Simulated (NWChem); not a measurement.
All runs are NWChem calculations. System: C3H7O, charge 0, spin multiplicity 2, at a geometry optimised with UB3LYP/def2-SVP. The structure started from a generated list of species. Its SCF solution wasn't tested for a lower state. Level: UHF/def2-TZVP.

Input file:

```
start mol
memory heap 200 mb stack 900 mb global 1100 mb
geometry units angstroms nocenter noautoz noautosym
  C      1.438356    -0.076672     0.807875
  C      0.628172    -0.563733    -0.344336
  O     -0.405346     0.312037    -0.736232
  C     -1.485925     0.367418     0.159754
  H      2.047766    -0.769674     1.394140
  H      1.594164     0.998300     0.937024
  H      1.271852    -0.675675    -1.242746
  H      0.228584    -1.580544    -0.131867
  H     -1.186183     0.722655     1.165197
  H     -2.225080     1.069475    -0.253531
  H     -1.971950    -0.622908     0.281877
end
basis spherical
  * library def2-tzvp
end
scf
  uhf
  nopen 1
  maxiter 100
  thresh 1e-7
  semidirect memsize 60000000 filesize 0
  # guess.movecs holds the orbitals of an unrestricted PBE0 run
  vectors input guess.movecs output mol.movecs
end
task scf energy
```

NWChem printed:

```
             Northwest Computational Chemistry Package (NWChem) 7.3.0
             --------------------------------------------------------

                                NWChem Input Module
                                -------------------

 Scaling coordinates for geometry "geometry" by  1.889725989
 (inverse scale =  0.529177249)

                             Geometry "geometry" -> ""
                             -------------------------

 Output coordinates in angstroms (scale by  1.889725989 to convert to a.u.)

  No.       Tag          Charge          X              Y              Z
 ---- ---------------- ---------- -------------- -------------- --------------
    1 C                    6.0000     1.43835600    -0.07667200     0.80787500
    2 C                    6.0000     0.62817200    -0.56373300    -0.34433600
    3 O                    8.0000    -0.40534600     0.31203700    -0.73623200
    4 C                    6.0000    -1.48592500     0.36741800     0.15975400
    5 H                    1.0000     2.04776600    -0.76967400     1.39414000
    6 H                    1.0000     1.59416400     0.99830000     0.93702400
    7 H                    1.0000     1.27185200    -0.67567500    -1.24274600
    8 H                    1.0000     0.22858400    -1.58054400    -0.13186700
    9 H                    1.0000    -1.18618300     0.72265500     1.16519700
   10 H                    1.0000    -2.22508000     1.06947500    -0.25353100
   11 H                    1.0000    -1.97195000    -0.62290800     0.28187700

 Effective nuclear repulsion energy (a.u.)     126.8381466582

            Nuclear Dipole moment (a.u.)
            ----------------------------
        X                 Y               Z
 ---------------- ---------------- ----------------
     0.0000056692     0.0000056692    -0.0000075589


 Summary of "ao basis" -> "" (spherical)
 ------------------------------------------------------------------------------
       Tag                 Description            Shells   Functions and Types
 ---------------- ------------------------------  ------  ---------------------
 *                         def2-tzvp                  on all atoms

 Summary of "ao basis" -> "ao basis" (spherical)
 ------------------------------------------------------------------------------
       Tag                 Description            Shells   Functions and Types
 ---------------- ------------------------------  ------  ---------------------
 C                         def2-tzvp                11       31   5s3p2d1f
 O                         def2-tzvp                11       31   5s3p2d1f
 H                         def2-tzvp                 4        6   3s1p

                                 NWChem SCF Module
                                 -----------------

  ao basis        = "ao basis"
  functions       =   166
  atoms           =    11
  alpha electrons =    17
  beta  electrons =    16
  charge          =   0.00
  wavefunction    = UHF
  use symmetry    = F
  symmetry adapt  = F

 Summary of "ao basis" -> "ao basis" (spherical)
 ------------------------------------------------------------------------------
       Tag                 Description            Shells   Functions and Types
 ---------------- ------------------------------  ------  ---------------------
 C                         def2-tzvp                11       31   5s3p2d1f
 O                         def2-tzvp                11       31   5s3p2d1f
 H                         def2-tzvp                 4        6   3s1p

 Forming initial guess at       0.1s

 Starting SCF solution at       0.1s

 ----------------------------------------------
         Quadratically convergent UHF

 Convergence threshold     :          1.000E-07
 Maximum no. of iterations :          100
 Integral*density screening:          1.000E-09
 ----------------------------------------------

              iter       energy          gnorm     gmax       time
             ----- ------------------- --------- --------- --------
                 1     -192.5249166750  6.00D-01  9.82D-02      4.2
                 2     -192.5471389064  2.93D-02  5.09D-03      9.7
                 3     -192.5473891710  3.70D-04  1.05D-04     20.6
                 4     -192.5473892360  8.04D-08  1.52D-08     41.5

       Final UHF  results
       ------------------

         Total SCF energy =   -192.547389235952
      One electron energy =   -512.574806070314
      Two electron energy =    193.189270176150
 Nuclear repulsion energy =    126.838146658213

                       Sz =      0.5000
                 Sz(Sz+1) =      0.7500
                      S^2 =      0.7634

        Time for solution =     41.4s

          Final alpha eigenvalues
          -----------------------

              1
    1  -20.5543
    2  -11.2798
    3  -11.2702
    4  -11.2361
    5   -1.3761
    6   -1.0280
    7   -0.9257
    8   -0.8176
    9   -0.6677
   10   -0.6584
   11   -0.6328
   12   -0.5737
   13   -0.5425
   14   -0.5361
   15   -0.4780
   16   -0.4266
   17   -0.3622
   18    0.1513
   19    0.1781
   20    0.1833
   21    0.2064
   22    0.2203
   23    0.2262
   24    0.2443
   25    0.2526
   26    0.2758
   27    0.3093

          Final beta eigenvalues
          ----------------------

              1
    1  -20.5540
    2  -11.2830
    3  -11.2700
    4  -11.2121
    5   -1.3749
    6   -0.9963
    7   -0.9025
    8   -0.7842
    9   -0.6630
   10   -0.6479
   11   -0.6282
   12   -0.5632
   13   -0.5337
   14   -0.5226
   15   -0.4715
   16   -0.4231
   17    0.1142
   18    0.1553
[...]
    12      0.244744   1 C  px               14     -0.208743   1 C  pz
   138     -0.151465   7 H  s

 Vector   18  Occ=0.000000D+00  E= 1.512899D-01
              MO Center= -4.6D-01, -6.1D-01,  3.5D-01, r^2= 8.4D+00
   Bfn.  Coefficient  Atom+Function         Bfn.  Coefficient  Atom+Function
  ----- ------------  ---------------      ----- ------------  ---------------
    36      3.515204   2 C  s                98      3.206918   4 C  s
   145     -1.841774   8 H  s               163     -1.539280  11 H  s
   151     -1.442816   9 H  s               157     -1.265700  10 H  s
   139     -1.150666   7 H  s               133     -0.820645   6 H  s
    44     -0.677406   2 C  py              127     -0.675732   5 H  s

 Vector   19  Occ=0.000000D+00  E= 1.780538D-01
              MO Center= -2.3D-01, -3.9D-01,  2.2D-01, r^2= 1.0D+01
   Bfn.  Coefficient  Atom+Function         Bfn.  Coefficient  Atom+Function
  ----- ------------  ---------------      ----- ------------  ---------------
    36      5.529119   2 C  s                98     -4.590804   4 C  s
   139     -1.918788   7 H  s               151      1.838634   9 H  s
   163      1.691686  11 H  s               145     -1.612311   8 H  s
   127     -1.360579   5 H  s               157      1.289740  10 H  s
     5     -1.217078   1 C  s                14      1.019716   1 C  pz

 Vector   20  Occ=0.000000D+00  E= 1.833115D-01
              MO Center=  1.3D+00,  1.2D-01,  1.0D+00, r^2= 7.5D+00
   Bfn.  Coefficient  Atom+Function         Bfn.  Coefficient  Atom+Function
  ----- ------------  ---------------      ----- ------------  ---------------
     5      4.853098   1 C  s                36     -3.428656   2 C  s
   133     -2.206379   6 H  s               127     -1.561957   5 H  s
   145      1.007979   8 H  s               163      0.862206  11 H  s
    45     -0.787724   2 C  pz               43     -0.675198   2 C  px
    98     -0.628630   4 C  s                14     -0.571234   1 C  pz

                     UHF Final Beta Molecular Orbital Analysis
                     -----------------------------------------

 Vector   14  Occ=1.000000D+00  E=-5.226132D-01
              MO Center= -5.1D-01, -1.7D-02, -2.4D-01, r^2= 3.4D+00
   Bfn.  Coefficient  Atom+Function         Bfn.  Coefficient  Atom+Function
  ----- ------------  ---------------      ----- ------------  ---------------
   156     -0.200018  10 H  s                37      0.190284   2 C  px
   100     -0.174222   4 C  py               40      0.163668   2 C  px
   138      0.163272   7 H  s

 Vector   15  Occ=1.000000D+00  E=-4.715472D-01
              MO Center= -2.7D-01,  2.4D-02, -3.6D-01, r^2= 2.6D+00
   Bfn.  Coefficient  Atom+Function         Bfn.  Coefficient  Atom+Function
  ----- ------------  ---------------      ----- ------------  ---------------
    70      0.262684   3 O  pz               73      0.240154   3 O  pz
    69     -0.176159   3 O  py               76      0.164086   3 O  pz
    72     -0.160883   3 O  py

 Vector   16  Occ=1.000000D+00  E=-4.230833D-01
              MO Center= -4.0D-01,  6.8D-02, -2.5D-01, r^2= 2.2D+00
   Bfn.  Coefficient  Atom+Function         Bfn.  Coefficient  Atom+Function
  ----- ------------  ---------------      ----- ------------  ---------------
    69      0.281128   3 O  py               72      0.257473   3 O  py
    75      0.194593   3 O  py               70      0.189697   3 O  pz
    73      0.174020   3 O  pz               68      0.167016   3 O  px
    71      0.152945   3 O  px

 Vector   17  Occ=0.000000D+00  E= 1.142159D-01
              MO Center=  1.1D+00, -4.8D-02,  8.5D-01, r^2= 3.5D+00
   Bfn.  Coefficient  Atom+Function         Bfn.  Coefficient  Atom+Function
  ----- ------------  ---------------      ----- ------------  ---------------
    98      1.195419   4 C  s               151     -0.677178   9 H  s
    14     -0.563116   1 C  pz               12      0.518819   1 C  px
   157     -0.425089  10 H  s               163     -0.366397  11 H  s
   139     -0.256147   7 H  s                44     -0.231522   2 C  py
   107      0.221699   4 C  pz               13      0.218746   1 C  py

 Vector   18  Occ=0.000000D+00  E= 1.552853D-01
              MO Center= -2.9D-01, -8.1D-01,  2.1D-01, r^2= 8.3D+00
   Bfn.  Coefficient  Atom+Function         Bfn.  Coefficient  Atom+Function
  ----- ------------  ---------------      ----- ------------  ---------------
    36      3.897689   2 C  s                98      2.916002   4 C  s
   145     -2.011359   8 H  s               163     -1.536963  11 H  s
   151     -1.202899   9 H  s               139     -1.187699   7 H  s
   157     -1.166160  10 H  s               133     -0.724450   6 H  s
   127     -0.710025   5 H  s                14      0.688354   1 C  pz

 Vector   19  Occ=0.000000D+00  E= 1.809985D-01
              MO Center= -4.7D-01, -3.0D-01,  1.7D-01, r^2= 1.0D+01
   Bfn.  Coefficient  Atom+Function         Bfn.  Coefficient  Atom+Function
  ----- ------------  ---------------      ----- ------------  ---------------
    36      5.579658   2 C  s                98     -4.694845   4 C  s
   139     -1.878691   7 H  s               151      1.819366   9 H  s
   163      1.761886  11 H  s               145     -1.635964   8 H  s
     5     -1.502313   1 C  s               157      1.327397  10 H  s
   127     -1.168341   5 H  s                14      0.885736   1 C  pz

 center of mass
 --------------
 x =   0.00771357 y =   0.02720426 z =  -0.06814987

 moments of inertia (a.u.)
 ------------------
         134.927106340223          62.100210783377         -52.339966280014
          62.100210783377         362.700252414789           0.133627300657
         -52.339966280014           0.133627300657         325.609446926770

  Mulliken analysis of the total density
  --------------------------------------

    Atom       Charge   Shell Charges
 -----------   ------   -------------------------------------------------------
    1 C    6     6.32   0.85  1.12  0.49  0.67  0.15  1.20  1.33  0.43  0.02  0.04  0.00
    2 C    6     5.91   0.85  1.12  0.48  0.65  0.00  1.20  1.25  0.18  0.03  0.12  0.01
    3 O    8     8.40   0.79  1.18  0.55  0.97  0.29  1.85  2.07  0.66  0.00  0.04  0.00
    4 C    6     6.12   0.85  1.12  0.48  0.65  0.09  1.20  1.28  0.30  0.03  0.09  0.01
    5 H    1     0.87   0.26  0.49  0.10  0.02
    6 H    1     0.87   0.26  0.49  0.10  0.02
    7 H    1     0.90   0.27  0.50  0.11  0.02
    8 H    1     0.92   0.27  0.50  0.13  0.02
    9 H    1     0.90   0.27  0.49  0.12  0.02
   10 H    1     0.88   0.27  0.50  0.10  0.02
   11 H    1     0.91   0.27  0.50  0.13  0.02

  Mulliken analysis of the alpha density
  --------------------------------------

    Atom       Charge   Shell Charges
 -----------   ------   -------------------------------------------------------
    1 C    6     3.78   0.43  0.56  0.26  0.36  0.10  0.79  0.92  0.32  0.01  0.02  0.00
    2 C    6     2.87   0.43  0.56  0.24  0.31 -0.01  0.58  0.60  0.07  0.02  0.07  0.01
    3 O    8     4.20   0.40  0.59  0.28  0.48  0.14  0.93  1.04  0.33  0.00  0.02  0.00
    4 C    6     3.06   0.43  0.56  0.24  0.33  0.04  0.60  0.64  0.15  0.02  0.05  0.00
    5 H    1     0.39   0.12  0.22  0.04  0.01
    6 H    1     0.39   0.12  0.22  0.04  0.01
    7 H    1     0.48   0.14  0.27  0.06  0.01
    8 H    1     0.47   0.14  0.26  0.07  0.01
    9 H    1     0.45   0.13  0.25  0.06  0.01
   10 H    1     0.44   0.13  0.25  0.05  0.01
   11 H    1     0.45   0.13  0.25  0.06  0.01

   Mulliken analysis of the beta density
   -------------------------------------

    Atom       Charge   Shell Charges
 -----------   ------   -------------------------------------------------------
    1 C    6     2.54   0.43  0.56  0.23  0.31  0.05  0.41  0.41  0.11  0.01  0.02  0.00
    2 C    6     3.04   0.43  0.56  0.24  0.34  0.01  0.62  0.66  0.11  0.02  0.05  0.01
    3 O    8     4.20   0.40  0.59  0.28  0.48  0.14  0.92  1.03  0.33  0.00  0.02  0.00
    4 C    6     3.05   0.43  0.56  0.24  0.33  0.04  0.60  0.64  0.15  0.02  0.05  0.00
    5 H    1     0.48   0.14  0.27  0.06  0.01
    6 H    1     0.47   0.14  0.27  0.06  0.01
    7 H    1     0.42   0.12  0.23  0.05  0.01
    8 H    1     0.45   0.13  0.24  0.06  0.01
    9 H    1     0.45   0.13  0.25  0.06  0.01
   10 H    1     0.44   0.13  0.25  0.05  0.01
   11 H    1     0.46   0.13  0.25  0.06  0.01

   Mulliken analysis of the spin density
   -------------------------------------

    Atom       Charge   Shell Charges
 -----------   ------   -------------------------------------------------------
    1 C    6     1.24   0.00 -0.00  0.04  0.05  0.05  0.38  0.51  0.21 -0.00  0.00 -0.00
    2 C    6    -0.17  -0.00  0.00 -0.01 -0.02 -0.02 -0.04 -0.06 -0.04  0.00  0.02  0.00
    3 O    8     0.01   0.00 -0.00  0.00  0.00 -0.00  0.00  0.00  0.00 -0.00 -0.00 -0.00
    4 C    6     0.01  -0.00 -0.00  0.00  0.00  0.00  0.00  0.00  0.00 -0.00  0.00  0.00
    5 H    1    -0.09  -0.02 -0.05 -0.02  0.01
    6 H    1    -0.08  -0.01 -0.05 -0.02  0.01
    7 H    1     0.07   0.02  0.04  0.01 -0.00
    8 H    1     0.02   0.01  0.01  0.00 -0.00
    9 H    1    -0.00  -0.00 -0.00 -0.00  0.00
   10 H    1    -0.00  -0.00 -0.00 -0.00  0.00
   11 H    1    -0.00  -0.00 -0.00 -0.00  0.00

       Multipole analysis of the density wrt the origin
       ------------------------------------------------

     L   x y z        total         alpha         beta         nuclear
     -   - - -        -----         -----         ----         -------
     0   0 0 0      0.000000    -17.000000    -16.000000     33.000000

     1   1 0 0      0.032969     -1.267091      1.300054      0.000006
     1   0 1 0     -0.288773     -0.038012     -0.250766      0.000006
     1   0 0 1      0.426589     -0.524691      0.951287     -0.000008

     2   2 0 0    -17.846400    -98.781832    -90.455123    171.390555
     2   1 1 0     -0.602864     18.269320     17.866367    -36.738552
     2   1 0 1     -0.436328    -16.013740    -12.996266     28.573678
     2   0 2 0    -18.852554    -27.838119    -27.184431     36.169996
     2   0 1 1      0.618002     -0.759636     -0.812058      2.189697
     2   0 0 2    -20.722365    -39.326777    -34.967509     53.571920

 Task  times  cpu:       41.5s     wall:       41.5s

 Total times  cpu:       41.6s     wall:       41.6s
```
